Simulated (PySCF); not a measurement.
From one molecule to another.

First species: C7H5F5O.
SMILES with atom numbers: `[F:1][C:2]1=[C:3]([CH2:4][C:5]([F:6])([F:7])[F:8])[C@H:9]([F:10])[CH:11]=[CH:12][O:13]1` (hydrogens: H14, H15 on C4; H16 on C9; H17 on C11; H18 on C12)

Structure used (GFN2-xTB), in Å, numbered top down from 1:
```xyz
18
C7H5F5O angstrom
F      0.3261    2.0756   -1.5353
C     -0.4044    1.2804   -0.7529
C     -0.0172    0.0458   -0.4291
C      1.2768   -0.5402   -0.9221
C      2.3480   -0.4783    0.1580
F      2.0549   -1.2446    1.2215
F      2.5256    0.7633    0.6286
F      3.5359   -0.8966   -0.2954
C     -0.9314   -0.8098    0.4020
F     -1.4742   -1.8118   -0.4271
C     -2.0485    0.0086    0.9667
C     -2.2863    1.2450    0.5491
O     -1.5091    1.9149   -0.3428
H      1.1383   -1.5876   -1.1991
H      1.6517    0.0181   -1.7819
H     -0.3922   -1.3717    1.1750
H     -2.6992   -0.4640    1.6812
H     -3.1036    1.8594    0.8921
```

Second species: C7H8F4.
SMILES: `C=C(F)/C(C)=C\CC(F)(F)F`

Levels: PBE0/pcSseg-1 for dipole moment, HOMO energy, LUMO energy and HOMO–LUMO gap; GFN2-xTB for rotational constant A and rotational constant C. Geometries: GFN2-xTB. Each structure is a single optimised conformer of the isolated species, non-relativistic unless stated; the electronic structure was computed with PySCF and density fitting.

The conformers computed, where there is a choice (atom-mapped SMILES and torsion angles):
- `[F:1][C:2]1=[C:3]([CH2:4][C:5]([F:6])([F:7])[F:8])[C@H:9]([F:10])[CH:11]=[CH:12][O:13]1`: C2–C3–C4–C5 101°, C3–C4–C5–F6 65°
- `[CH2:1]=[C:2]([F:3])/[C:4]([CH3:5])=[CH:6]\[CH2:7][C:8]([F:9])([F:10])[F:11]`: C1–C2–C4–C5 22°, C4–C6–C7–C8 129°, C6–C7–C8–F9 179°

| property | column X | column Y |
| --- | --- | --- |
| dipole moment | 2.06 D | 2.78 D |
| HOMO energy | -7.55 eV | -7.17 eV |
| LUMO energy | -0.58 eV | -1.23 eV |
| HOMO–LUMO gap | 6.97 eV | 5.94 eV |
| rotational constant A | 1.216 GHz | 1.964 GHz |
| rotational constant C | 0.476 GHz | 0.509 GHz |

Which column belongs to which species?

Column X is the first species and column Y the second. The first has 18 atoms and 100 electrons, the second 19 and 86.

How does each property change from the first species to the second?

dipole moment +0.72 D; HOMO energy +0.38 eV; LUMO energy -0.65 eV; HOMO–LUMO gap -1.03 eV; rotational constant A +0.748 GHz; rotational constant C +0.033 GHz.

On the first: In atomic units the dipole is 0.81 e·bohr (1 au = 2.5417 D).

On the second: The dipole matches unit charges of opposite sign 0.58 Å apart (1 e·Å = 4.8032 D). A dipole of 2.78 D is allowed in C1, and pure rotational transitions are dipole-allowed.
